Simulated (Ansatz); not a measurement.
One change: `N[Si](O)([SiH3])[SiH3]` becomes `C[Si](N)(O)[SiH3]`.

Ansatz, PBE0-D4/def2-TZVP geometries, multiplicity 1. Each molecule was computed in one conformer, which needn't be the lowest.

| property | `N[Si](O)([SiH3])[SiH3]` |
| --- | --- |
| size of the dipole moment (PBE/def2-TZVPP) / D | 0.79 |
| HOMO energy (B3LYP/def2-TZVPP) / eV | -7.02 |
| HOMO–LUMO gap (B3LYP/def2-TZVPP) / eV | 6.40 |
| LUMO energy (ωB97M-V/def2-TZVPP) / eV | 1.24 |
| size of the dipole moment (ωB97M-V/def2-TZVPP) / D | 0.68 |
| LUMO energy (PBE/def2-TZVPP) / eV | -1.25 |

Q: What does the change do to each property? (An estimate is asked.)

A: Ansatz gave: 
| property | `C[Si](N)(O)[SiH3]` | shift |
| --- | --- | --- |
| size of the dipole moment (PBE/def2-TZVPP) / D | 2.54 | 1.75 |
| HOMO energy (B3LYP/def2-TZVPP) / eV | -6.89 | 0.13 |
| HOMO–LUMO gap (B3LYP/def2-TZVPP) / eV | 7.10 | 0.70 |
| LUMO energy (ωB97M-V/def2-TZVPP) / eV | 1.99 | 0.75 |
| size of the dipole moment (ωB97M-V/def2-TZVPP) / D | 2.51 | 1.83 |
| LUMO energy (PBE/def2-TZVPP) / eV | -0.37 | 0.88 |

With PBE0 the HOMO rises by 0.11 eV and the LUMO rises by 0.93 eV, so the gap widens by about 0.82 eV. PBE moves the HOMO by 0.24 eV and ωB97M-V by -0.04 eV. Dipoles are sizes alone; their direction can turn.

B3LYP here is the variant with VWN-RPA as its local correlation; programs differ in this.
